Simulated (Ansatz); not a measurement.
Geometry optimisation, RKS BHLYP-D4/def2-SVP in Ansatz 0.2.0.

The input (input.yaml):

```yaml
crystal:
  periodic: [false, false, false]
  atoms:
    - { symbol: Hf, position_ang: [-0.144064, -0.063895, -0.004094] }
    - { symbol: O, position_ang: [-0.434596, -0.0577, 1.971067] }
    - { symbol: H, position_ang: [-0.697976, -0.400841, 2.817799] }
    - { symbol: F, position_ang: [1.697682, -0.046072, -0.470015] }
    - { symbol: Cl, position_ang: [-1.344847, 1.656137, -1.07539] }
    - { symbol: Cl, position_ang: [-1.001338, -2.077232, -0.843116] }
    - { symbol: P, position_ang: [1.443346, 2.987961, 1.544617] }
    - { symbol: H, position_ang: [2.600373, 2.166084, 1.480288] }
    - { symbol: H, position_ang: [1.191705, 2.93127, 0.148374] }
    - { symbol: H, position_ang: [0.573116, 1.917086, 1.886069] }
basis:
  gaussian: { orbitals: def2-SVP }
hamiltonian:
  xc: { name: BHLYP }
  dispersion: d4
relax:
  f_tol: 0.03
  max_steps: 50
```

Run as:

```bash
$ ansatz run input.yaml --threads 4 --pin off --max-ram 5120MiB --backend cpu --events-out ev --progress --plain --runs-dir out
```

Problem. Where does it end, and by what steps?

Solution. The run converged. The force dipped under the threshold on the way, but the program's further checks kept it going. After 16 steps the energy has fallen by 0.217 eV; H9 moved furthest, 0.67 Å.

| step | energy less start (eV) | largest force component (eV/Å) | accepted |
| --- | --- | --- | --- |
| 0 | 0.0000 | 2.162 | yes |
| 1 | -0.1565 | 0.446 | yes |
| 2 | -0.1715 | 0.140 | yes |
| 3 | -0.1792 | 0.193 | yes |
| 4 | -0.1870 | 0.217 | yes |
| 5 | -0.1929 | 0.683 | yes |
| 6 | -0.1983 | 0.509 | yes |
| 7 | -0.2095 | 0.296 | yes |
| 8 | -0.2120 | 0.165 | yes |
| 9 | -0.2134 | 0.086 | yes |
| 10 | -0.2145 | 0.138 | yes |
| 11 | -0.2153 | 0.099 | yes |
| 12 | -0.2163 | 0.046 | yes |
| 13 | -0.2167 | 0.069 | yes |
| 14 | -0.2170 | 0.043 | yes |
| 15 | -0.2172 | 0.027 | yes |
| 16 | -0.2172 | 0.027 | yes |

```xyz
10
Properties=species:S:1:pos:R:3
Hf -0.165 -0.255 -0.039
O -0.594 -0.204 1.805
H -0.799 -0.174 2.730
F 1.724 -0.236 -0.273
Cl -1.145 1.570 -1.170
Cl -0.984 -2.268 -0.943
P 1.737 3.075 1.581
H 2.417 2.036 0.899
H 0.785 3.277 0.552
H 0.907 2.191 2.314
```

Whether the end is a true minimum wasn't checked by a vibrational analysis.

The run took 64 s on 4 threads of Arm Neoverse V1, on a shared host, peak memory 0.38 GiB.
